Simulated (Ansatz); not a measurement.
The cluster Sc3. Total charge 0; doublet. Geometry r2SCAN-D4/def2-TZVP; atoms count from 1.

Cartesian coordinates in Å:
```
Sc 0.238 0.831 -1.376
Sc 1.089 0.102 1.269
Sc -1.326 -0.933 0.107
```

The charge 0 doublet is spin-contaminated (final ⟨S²⟩ up to 1.83, 0.75 for a pure state). The geometry of the doublet was relaxed on an unsound state (⟨S²⟩ 2.33, where a pure state has 0.75). The structure comes from a short search, and lower isomers may exist.

Problem. Estimate the Mulliken populations from the PBE0/def2-TZVP orbitals of Ansatz.

Solution. 
| atom | charge (e) | spin (α − β) | d electrons |
| --- | --- | --- | --- |
| Sc1 | -0.01 | 0.69 | 1.33 |
| Sc2 | 0.02 | -0.39 | 1.35 |
| Sc3 | -0.01 | 0.69 | 1.33 |
Mulliken values and Mayer orders depend strongly on the basis.

Problem. Where does the spin sit?

Solution. Summed by element: Sc 1.00, of 1 unpaired in all. Largest on single atoms: Sc1 0.69, Sc3 0.69, Sc2 -0.39.

Problem. And the Mayer bond orders between bonded heavy atoms (over 0.3)?

Solution. Sc1–Sc2 1.29 (2.87 Å); Sc1–Sc3 1.45 (2.79 Å); Sc2–Sc3 1.29 (2.87 Å).
